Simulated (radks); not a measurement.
Values are calculated unless marked as measured or tabulated.
Valence configurations of Cr+ (all share [Ar]). Level of theory: non-relativistic Kohn-Sham, BLYP, spin-polarised, spherical densities, point nucleus; open shells are filled with parallel spins first (a radial shooting solver on a logarithmic mesh with Libxc functionals). Energies are relative to 3d5; eigenvalues in eV for spin up.

| valence | E (eV) | moment (Bohr magnetons) | e(3d) | e(4p) | e(4s) |
|---|---|---|---|---|---|
| 3d5 | 0.000 | 5 | -10.799 | - | - |
| 3d4.5 4s0.5 | 0.589 | 5 | -12.764 | - | -10.989 |
| 3d4 4s1 | 1.812 | 5 | -14.976 | - | -11.824 |
| 3d3.5 4s1.5 | 4.479 | 4 | -17.458 | - | -12.480 |
| 3d4 4p1 | 6.319 | 5 | -16.172 | -7.999 | - |
| 3d3 4s2 | 7.889 | 3 | -20.141 | - | -13.117 |
| 3d3 4s1 4p1 | 11.590 | 5 | -21.244 | -9.166 | -14.206 |
| 3d3 4p2 | 16.665 | 5 | -22.354 | -9.700 | - |
| 3d2.5 4s0.5 4p2 | 20.924 | 5 | -25.159 | -10.278 | -15.640 |
| 3d2 4s1 4p2 | 26.210 | 5 | -28.127 | -10.863 | -16.477 |

NIST lists [Ar] 3d5 as the ground configuration; this level of theory agrees among the configurations tried. The energies are those of spherical high-spin densities, not of single terms.
